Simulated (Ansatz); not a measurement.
`B1CCO1` and `ClC1CBO1` differ in one atom or group.

Ansatz, PBE0-D4/def2-TZVP geometries, multiplicity 1. 

```json
{"property": "ideal-gas entropy at 298 K and 1 bar (rigid rotor, harmonic PBE0-D4/def2-TZVP) / J/(mol·K)", "`B1CCO1`": "270"}
{"property": "size of the dipole moment (PBE/def2-TZVPP) / D", "`B1CCO1`": "1.69"}
{"property": "size of the dipole moment (B3LYP/def2-TZVPP) / D", "`B1CCO1`": "1.74"}
{"property": "size of the dipole moment (ωB97M-V/def2-TZVPP) / D", "`B1CCO1`": "1.74"}
{"property": "zero-point energy (PBE0-D4/def2-TZVP) / kJ/mol", "`B1CCO1`": "188.6"}
{"property": "HOMO energy (PBE0/def2-TZVPP) / eV", "`B1CCO1`": "-8.34"}
```

Problem. What does the change do to each property? (An estimate is asked.)

Solution. Computed: 
| property | `ClC1CBO1` | shift |
| --- | --- | --- |
| ideal-gas entropy at 298 K and 1 bar (rigid rotor, harmonic PBE0-D4/def2-TZVP) / J/(mol·K) | 300 | 30 |
| size of the dipole moment (PBE/def2-TZVPP) / D | 2.00 | 0.31 |
| size of the dipole moment (B3LYP/def2-TZVPP) / D | 2.15 | 0.41 |
| size of the dipole moment (ωB97M-V/def2-TZVPP) / D | 2.14 | 0.40 |
| zero-point energy (PBE0-D4/def2-TZVP) / kJ/mol | 164.6 | -24.0 |
| HOMO energy (PBE0/def2-TZVPP) / eV | -8.39 | -0.05 |

With PBE0 the HOMO falls by 0.05 eV and the LUMO falls by 0.48 eV, so the gap narrows by about 0.43 eV. PBE moves the HOMO by -0.07 eV and ωB97M-V by -0.01 eV. Dipoles are sizes alone; their direction can turn.

B3LYP here is the variant with VWN-RPA as its local correlation; programs differ in this.
